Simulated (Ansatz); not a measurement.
Geometry optimisation, RKS PBE/def2-SVP in Ansatz.

Input file:

```yaml
crystal:
  periodic: [false, false, false]
  atoms:
    - { symbol: W, position_ang: [0.118154, -0.113469, -0.314973] }
    - { symbol: H, position_ang: [0.324235, -0.386155, 1.367339] }
    - { symbol: F, position_ang: [1.986273, -0.24068, -0.359802] }
    - { symbol: F, position_ang: [0.488871, 1.476032, -1.253239] }
    - { symbol: F, position_ang: [-1.269071, 0.82945, 0.518632] }
    - { symbol: F, position_ang: [0.254396, -1.982113, -0.252554] }
    - { symbol: F, position_ang: [-1.205169, -0.578386, -1.560331] }
    - { symbol: "N", position_ang: [1.437816, 1.977606, 1.829308] }
    - { symbol: H, position_ang: [2.251014, 1.703924, 1.270269] }
    - { symbol: H, position_ang: [0.795182, 2.566504, 1.292135] }
    - { symbol: H, position_ang: [0.958398, 1.143688, 2.226216] }
basis:
  gaussian: { orbitals: def2-SVP }
hamiltonian:
  xc: pbe
relax:
  f_tol: 0.03
  max_steps: 50
```

Command:

```bash
$ ansatz run input.yaml --threads 4 --pin off --max-ram 5120MiB --backend cpu --events-out ev --progress --plain --runs-dir out
```

**Question.** Where does it end, and by what steps?

**Answer.** The run converged. After 18 steps the energy has fallen by 1.064 eV; N8 moved furthest, 0.74 Å. Joined: W1–N8 (3.27 → 2.30 Å).

```tsv
step	energy less start (eV)	largest force component (eV/Å)	accepted
0	0.0000	0.598	yes
1	-0.0069	1.016	yes
2	-0.0345	1.038	yes
3	-0.0707	0.993	yes
4	-0.1877	1.365	yes
5	-0.4735	2.149	yes
6	-0.7678	1.410	yes
7	-0.8973	1.890	yes
8	-1.0162	0.482	yes
9	-1.0301	0.231	yes
10	-1.0265	0.250	no
11	-1.0470	0.091	yes
12	-1.0505	0.185	yes
13	-1.0599	0.079	yes
14	-1.0633	0.045	yes
15	-1.0631	0.173	no
16	-1.0638	0.053	yes
17	-1.0644	0.052	yes
18	-1.0645	0.006	yes
```

```xyz
11
Properties=species:S:1:pos:R:3
W 0.215 0.011 -0.136
H 0.491 -0.594 1.447
F 2.066 -0.099 -0.478
F 0.400 1.683 -1.065
F -1.252 0.680 0.850
F 0.367 -1.864 -0.314
F -1.137 -0.332 -1.406
N 1.143 1.535 1.315
H 2.087 1.268 1.626
H 1.209 2.418 0.782
H 0.552 1.690 2.143
```

Whether the end is a true minimum wasn't checked by a vibrational analysis.

Time of the run: 40 s on 4 threads of Arm Neoverse V1, on a shared host, peak memory 0.2 GiB.
